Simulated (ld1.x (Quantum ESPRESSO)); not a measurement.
**P (Z = 15) TM: all-electron and pseudo phase curves**

| Item | Value |
| --- | --- |
| Element | phosphorus |
| Generator | ld1.x (Quantum ESPRESSO) 7.5 |
| Type | norm-conserving Troullier–Martins (Kleinman–Bylander form) |
| Functional | PBE |
| Relativity | scalar-relativistic |
| Frozen core | [He] |
| Valence charge | 13 |
| Reference configuration | 2s2 2p6 3s2 3p3 |
| Partial waves | 2s (bound): rc 0.70 bohr; 2p (bound): rc 0.90 bohr |
| Local potential | all-electron potential smoothed inside 0.55 bohr (lloc = -1) |
| Core correction | a·sin(br)/r model core, default radius (core density twice the valence density) |

Occupied shells without a wave of their own: 3p, 3s. They enter only through the test configuration that unscreens the potential, and ld1.x also counts them in the model core charge.

The phase is arctan(r·u′/u) with u = r·R(r), unwrapped; energies in Ry, scanned from -15 to 5 Ry. A pole is an energy at which the radial function vanishes at the test radius. The pseudo phase is shifted by a multiple of π to meet the all-electron one at the reference energy, and phase errors are pseudo minus all-electron; the curves can meet again beyond the range given. Levels narrower than the energy grid can be missing from the lists of poles.

```
channel  radius (bohr)  reference energy (Ry)  poles, all-electron  poles, pseudo  unbroken range about the reference energy with phases within 0.05 rad  phase error 1 Ry above the reference energy (rad)
      s           1.00                 -12.79               -11.38         -11.38                                                              below 3.6                                             -0.000
      p           1.00                  -9.15                -7.94          -7.93                                                              below 2.4                                             +0.001
```

ld1.x takes every shell without a wave as core, so the model core holds the 3p, 3s electrons as well and exchange and correlation see them twice. This cancels in the reference configuration, but the file is broken for other ones, and its errors say nothing about a proper core correction.

Phases in the s channel:

```tsv
E (Ry)	all-electron	pseudo
-15.00	0.856	0.855
-14.04	0.174	0.171
-13.08	-1.056	-1.057
-12.12	-1.452	-1.453
-11.16	-1.594	-1.594
-10.20	-1.668	-1.669
-9.24	-1.717	-1.718
-8.28	-1.754	-1.755
-7.32	-1.785	-1.786
-6.36	-1.813	-1.815
-5.40	-1.841	-1.843
-4.44	-1.870	-1.873
-3.48	-1.900	-1.904
-2.52	-1.934	-1.939
-1.56	-1.972	-1.979
-0.60	-2.017	-2.026
0.36	-2.072	-2.085
1.32	-2.140	-2.159
2.28	-2.227	-2.255
3.24	-2.343	-2.386
4.20	-2.500	-2.565
```
